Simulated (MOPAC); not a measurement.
MOPAC input (PM3):

```
PM3 FORCE THERMO(298,298) PRECISE LET UHF MS=0.5 GEO-OK AUX(PRECISION=9) THREADS=1
C5H7Si

Si    2.06639937 1    0.03714903 1    0.06254263 1
C     0.27835448 1   -0.00579753 1    0.01318426 1
C    -0.59108085 1   -0.99383594 1    0.41932648 1
C    -2.02234546 1   -0.56958114 1    0.17591040 1
C    -1.88622144 1    0.80837213 1   -0.43161129 1
C    -0.54997861 1    1.03527228 1   -0.48136734 1
H     2.61698895 1    0.20234067 1   -1.31832829 1
H     2.53223434 1    1.18750356 1    0.89727347 1
H     2.60286418 1   -1.23067402 1    0.64679027 1
H    -0.32990513 1   -1.95497422 1    0.85666508 1
H    -2.53896097 1   -1.26495297 1   -0.50938491 1
H    -2.60114870 1   -0.54210956 1    1.11627786 1
H    -2.71385953 1    1.43642541 1   -0.74252003 1
```

From the output:

```
     H   13   5.566662

          HEAT OF FORMATION =      88.276474 KCALS/MOLE

          ZERO POINT ENERGY      57.451 KCAL/MOL

           NORMAL COORDINATE ANALYSIS (Total motion = 1 Angstrom)

   Root No.       1         2         3         4         5         6         7         8

                 1 A"      2 A"      1 A'      3 A"      2 A'      4 A"      3 A'      5 A"

                  36.8     161.3     186.0     328.6     422.9     507.3     587.6     646.3

           1    0.0000    0.0000    0.0026    0.0000    0.1131    0.0000    0.0006    0.0000
           2   -0.0000   -0.0000   -0.0378   -0.0000    0.0007   -0.0000   -0.0369   -0.0000
           3   -0.0003   -0.0268    0.0000   -0.0013    0.0000   -0.0213    0.0000   -0.0255
           4   -0.0000   -0.0000    0.0019    0.0000   -0.0121    0.0000    0.0010   -0.0000
           5    0.0000    0.0000    0.0755   -0.0000   -0.0029   -0.0000    0.0154    0.0000
           6    0.0034    0.0781   -0.0000   -0.0320   -0.0000   -0.0420   -0.0000    0.0902
           7    0.0000   -0.0000    0.0427   -0.0000   -0.0574   -0.0000    0.0104   -0.0000
           8   -0.0000    0.0000    0.0403    0.0000    0.0177    0.0000    0.0175    0.0000
           9   -0.0210    0.0500   -0.0000    0.0483   -0.0000    0.0236   -0.0000    0.0004
          10    0.0000    0.0000    0.0239    0.0000   -0.0753   -0.0000    0.0095    0.0000
          11   -0.0000   -0.0000   -0.0229   -0.0000    0.0059    0.0000    0.0003    0.0000
          12   -0.0157   -0.0489    0.0000   -0.0354   -0.0000    0.0020    0.0000   -0.0005
          13   -0.0000    0.0000   -0.0384   -0.0000   -0.0658    0.0000   -0.0116   -0.0000
          14    0.0000   -0.0000   -0.0168    0.0000   -0.0027   -0.0000    0.0027    0.0000
          15    0.0162   -0.0333    0.0000    0.0540   -0.0000   -0.0205   -0.0000    0.0010
          16   -0.0000   -0.0000   -0.0455    0.0000   -0.0561   -0.0000   -0.0126    0.0000
          17    0.0000    0.0000    0.0423   -0.0000   -0.0222    0.0000    0.0189   -0.0000
          18    0.0247    0.0517   -0.0000   -0.0404    0.0000    0.0689   -0.0000   -0.0459
          19    0.0098    0.0976    0.0678   -0.0413    0.1039   -0.2088   -0.1665   -0.1703
          20    0.2281   -0.0132   -0.0874   -0.0005    0.0011   -0.0082    0.1452   -0.0249
          21   -0.1378   -0.0615    0.0004    0.0173    0.0013    0.0793   -0.0283    0.0713
          22   -0.0098   -0.0976    0.0678    0.0413    0.1039    0.2088   -0.1665    0.1703
          23   -0.2281    0.0131   -0.0874    0.0005    0.0011    0.0082    0.1452    0.0249
          24   -0.1378   -0.0615   -0.0003    0.0174   -0.0013    0.0793    0.0283    0.0713
          25   -0.0000    0.0000   -0.1267   -0.0000    0.1107   -0.0000    0.3271   -0.0000
          26    0.0000   -0.0000   -0.0872    0.0000    0.0019    0.0000    0.0972    0.0000
          27    0.2541   -0.0866    0.0000    0.0210    0.0000    0.1102    0.0000    0.1257
          28    0.0000   -0.0000    0.0925   -0.0000   -0.0858   -0.0000    0.0213    0.0000
          29   -0.0000    0.0000    0.0516    0.0000    0.0113    0.0000    0.0202   -0.0000
          30   -0.0403    0.0682   -0.0000    0.1463   -0.0000    0.0737   -0.0000   -0.2019
          31   -0.0033   -0.0725    0.0392   -0.1066   -0.0761   -0.0259    0.0163    0.0022
          32   -0.0185   -0.0043   -0.0472   -0.0699    0.0022    0.0240   -0.0094   -0.0108
          33   -0.0250   -0.0961   -0.0000   -0.1320   -0.0015   -0.0049    0.0004   -0.0036
          34    0.0033    0.0725    0.0392    0.1066   -0.0761    0.0259    0.0163   -0.0022
          35    0.0185    0.0043   -0.0472    0.0698    0.0022   -0.0240   -0.0094    0.0108
          36   -0.0250   -0.0961    0.0000   -0.1320    0.0015   -0.0049   -0.0004   -0.0036
          37   -0.0000    0.0000   -0.0694   -0.0000   -0.0540    0.0000   -0.0262   -0.0000
          38    0.0000   -0.0000   -0.0526    0.0000    0.0117   -0.0000   -0.0138    0.0000
          39    0.0285   -0.0832    0.0000    0.1647   -0.0000   -0.1196    0.0000    0.1130

   Root No.       9        10        11        12        13        14        15        16

                 6 A"      7 A"      4 A'      5 A'      6 A'      8 A"      7 A'      9 A"

                 708.1     768.3     775.0     824.3     869.8     873.9     881.4     911.3

           1    0.0000    0.0000    0.0041   -0.0293   -0.0013    0.0000    0.0262    0.0000
           2   -0.0000   -0.0000    0.0005   -0.0017   -0.0125   -0.0000   -0.0032   -0.0000
           3   -0.0012   -0.0077    0.0000   -0.0000    0.0000   -0.0122    0.0000   -0.0006
           4    0.0000   -0.0000   -0.0149   -0.0034    0.0188    0.0000   -0.1102   -0.0000
           5   -0.0000    0.0000   -0.0451    0.0003    0.0003   -0.0000   -0.0038    0.0000
           6   -0.0012    0.0377    0.0000   -0.0000    0.0000   -0.0131   -0.0000    0.0210
           7   -0.0000    0.0000    0.0593   -0.0017    0.0060    0.0000   -0.0324    0.0000
           8    0.0000   -0.0000   -0.0720   -0.0034    0.0075   -0.0000   -0.0821   -0.0000
           9    0.0027   -0.0420    0.0000    0.0000   -0.0000   -0.0022    0.0000   -0.0609
          10    0.0000    0.0000    0.0875   -0.0000   -0.0073   -0.0000    0.0390   -0.0000
          11   -0.0000   -0.0000    0.0644   -0.0007    0.0052    0.0000   -0.0229    0.0000
          12   -0.0362   -0.0265   -0.0000   -0.0000   -0.0000    0.0093    0.0000    0.0727
          13    0.0000   -0.0000   -0.0793    0.0007   -0.0060    0.0000    0.0347    0.0000
          14   -0.0000    0.0000    0.0965   -0.0007    0.0008   -0.0000    0.0068   -0.0000
          15   -0.0447    0.0395   -0.0000    0.0000   -0.0000   -0.0071    0.0000   -0.0531
          16   -0.0000    0.0000   -0.0737    0.0004   -0.0024   -0.0000    0.0145   -0.0000
          17    0.0000   -0.0000   -0.0503    0.0043   -0.0254    0.0000    0.1123    0.0000
          18    0.0241   -0.0185    0.0000   -0.0000    0.0000    0.0045   -0.0000    0.0091
          19   -0.0048   -0.0275    0.0110    0.3008    0.0599    0.1637    0.0294   -0.0216
          20   -0.0023   -0.0189   -0.0210   -0.0253    0.2596   -0.1902    0.0854    0.0144
          21    0.0027    0.0185    0.0081   -0.1192   -0.1785    0.0386   -0.0544    0.0002
          22    0.0048    0.0275    0.0110    0.3008    0.0598   -0.1637    0.0294    0.0216
          23    0.0023    0.0189   -0.0210   -0.0253    0.2596    0.1902    0.0854   -0.0144
          24    0.0026    0.0185   -0.0081    0.1192    0.1784    0.0386    0.0543    0.0002
          25   -0.0000   -0.0000    0.0016    0.2732   -0.2047   -0.0000   -0.0645    0.0000
          26    0.0000    0.0000   -0.0023    0.1068   -0.0782    0.0000   -0.0314   -0.0000
          27    0.0060    0.0513    0.0000   -0.0000   -0.0000    0.3719   -0.0000   -0.0255
          28   -0.0000   -0.0000   -0.0068   -0.0064    0.0018    0.0000   -0.0065   -0.0000
          29    0.0000    0.0000   -0.0887   -0.0046    0.0068   -0.0000   -0.0788    0.0000
          30    0.1425    0.3019    0.0000   -0.0000   -0.0000   -0.0025    0.0000    0.1836
          31    0.1052    0.1196    0.1137   -0.0012   -0.0054   -0.0253    0.0118   -0.1245
          32    0.1170   -0.0274    0.0664    0.0003    0.0023   -0.0058    0.0235   -0.1400
          33    0.0812    0.0405    0.0126   -0.0001   -0.0002   -0.0097    0.0018   -0.0671
          34   -0.1052   -0.1196    0.1137   -0.0012   -0.0054    0.0253    0.0118    0.1245
          35   -0.1169    0.0274    0.0664    0.0003    0.0023    0.0058    0.0235    0.1400
          36    0.0812    0.0405   -0.0126    0.0001    0.0002   -0.0097   -0.0018   -0.0671
          37   -0.0000    0.0000   -0.1076   -0.0024    0.0219   -0.0000   -0.0919   -0.0000
          38    0.0000   -0.0000    0.0653   -0.0041    0.0328    0.0000   -0.1393    0.0000
          39    0.3754   -0.1401   -0.0000    0.0000   -0.0000    0.0140    0.0000    0.1236

   Root No.      17        18        19        20        21        22        23        24

                 8 A'     10 A"      9 A'     10 A'     11 A'     12 A'     13 A'     14 A'

                1002.3    1007.6    1032.6    1134.3    1210.0    1299.2    1364.2    1383.3

           1    0.0045   -0.0000   -0.0013   -0.0009   -0.0040    0.0005    0.0008    0.0016
           2   -0.0011    0.0000   -0.0008    0.0013   -0.0006   -0.0005    0.0007   -0.0030
           3    0.0000    0.0005    0.0000    0.0000   -0.0000   -0.0000   -0.0000    0.0000
           4   -0.0320    0.0000    0.0070    0.0068    0.0364   -0.0100   -0.0080   -0.0206
           5    0.0134   -0.0000    0.0102   -0.0338    0.0083    0.0004   -0.0349    0.1856
           6   -0.0000   -0.0160   -0.0000    0.0000    0.0000   -0.0000    0.0000   -0.0000
           7    0.0261   -0.0000    0.0338   -0.0248    0.0619    0.0602   -0.0127   -0.0710
           8   -0.0349    0.0000   -0.0241    0.0204   -0.0287   -0.0540    0.0222   -0.0808
           9    0.0000    0.0466    0.0000   -0.0000    0.0000    0.0000   -0.0000    0.0000
          10   -0.0380    0.0000   -0.0188   -0.0177   -0.0455   -0.0871    0.0691    0.0378
          11   -0.0379   -0.0000    0.0227   -0.0035   -0.0338    0.1430    0.0399    0.0289
          12    0.0000   -0.0080   -0.0000   -0.0000    0.0000   -0.0000   -0.0000   -0.0000
          13    0.0032    0.0000    0.0039    0.0012   -0.0023   -0.0001   -0.0055   -0.0009
          14    0.0413   -0.0000   -0.0303    0.0535    0.0589   -0.0723   -0.0252    0.0150
          15   -0.0000   -0.0322    0.0000   -0.0000   -0.0000    0.0000    0.0000    0.0000
          16   -0.0055   -0.0000   -0.0058    0.0258    0.0123    0.0087   -0.0164    0.0648
          17    0.0027    0.0000   -0.0065   -0.0146    0.0240    0.0288    0.0109   -0.1180
          18   -0.0000    0.0108    0.0000    0.0000   -0.0000   -0.0000   -0.0000    0.0000
          19   -0.0011    0.0054   -0.0053    0.0072   -0.0069   -0.0026    0.0043   -0.0158
          20   -0.0031   -0.0020   -0.0021    0.0005    0.0000    0.0005   -0.0002    0.0013
          21    0.0029   -0.0009    0.0027   -0.0033    0.0019    0.0006   -0.0020    0.0096
          22   -0.0011   -0.0054   -0.0053    0.0072   -0.0069   -0.0026    0.0043   -0.0158
          23   -0.0031    0.0020   -0.0021    0.0005    0.0000    0.0005   -0.0002    0.0013
          24   -0.0029   -0.0009   -0.0027    0.0033   -0.0019   -0.0006    0.0020   -0.0096
          25    0.0199   -0.0000    0.0091   -0.0091   -0.0031    0.0008   -0.0059    0.0361
          26    0.0055    0.0000    0.0031   -0.0036   -0.0003   -0.0003   -0.0035    0.0202
          27   -0.0000    0.0028   -0.0000    0.0000   -0.0000   -0.0000    0.0000   -0.0000
          28    0.2905    0.0000    0.1722    0.2923   -0.2096    0.0649    0.0508   -0.0042
          29    0.0265   -0.0000    0.0097    0.0960   -0.0966   -0.0546    0.0395   -0.0671
          30    0.0000   -0.0694    0.0000    0.0000    0.0000    0.0000   -0.0000    0.0000
          31   -0.0487    0.2216   -0.1520    0.0253   -0.1473    0.1231   -0.2213   -0.0505
          32   -0.0482   -0.3165    0.2296   -0.0965   -0.0817   -0.2139   -0.1243   -0.0876
          33   -0.0118    0.0055   -0.0013   -0.0092   -0.0729   -0.0089   -0.2170   -0.0885
          34   -0.0487   -0.2216   -0.1520    0.0253   -0.1473    0.1231   -0.2213   -0.0505
          35   -0.0482    0.3165    0.2296   -0.0965   -0.0816   -0.2139   -0.1243   -0.0876
          36    0.0118    0.0055    0.0012    0.0092    0.0729    0.0089    0.2170    0.0885
          37    0.2137   -0.0000   -0.0678   -0.2196   -0.1148    0.0165    0.0509   -0.0647
          38    0.2843    0.0000   -0.1117   -0.1997   -0.0661   -0.0511    0.0384   -0.0635
          39   -0.0000    0.0292    0.0000    0.0000    0.0000    0.0000   -0.0000    0.0000

   Root No.      25        26        27        28        29        30        31        32

                15 A'     16 A'     11 A"     17 A'     18 A'     12 A"     19 A'     20 A'
```
